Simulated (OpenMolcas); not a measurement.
A run on Cr4+ with 6 ligands (ammonia) in octahedral coordination (S6) at 1.9 Å. Ligand basis ANO-RCC-VDZP.

```
Program             : OpenMolcas 26.06
Method              : SS-CASPT2, IPEA 0.25 Eh, imaginary shift 0.1 Eh (closed shells correlated: 3s 3p and the ligand valence shells)
Basis               : ANO-RCC-VDZP [5s4p2d1f]
Scalar Hamiltonian  : DKH2, point nucleus
Active space        : 2 electrons in 5 orbitals (3d)
State averaging     : 2S+1 = 3 even, 10 roots; 2S+1 = 1 even, 15 roots
Spin-orbit coupling : state interaction with AMFI integrals over the reference wave functions
```

208 basis functions. Blocks (2S+1, parity, CSFs, roots kept): 3, even, 10, 10; 1, even, 15, 15.

**Question.** How long do the CASPT2 steps take on 1 thread of Arm Neoverse V2, with other jobs on the host?

**Answer.** About 3.8 min of wall time, without the integral step.
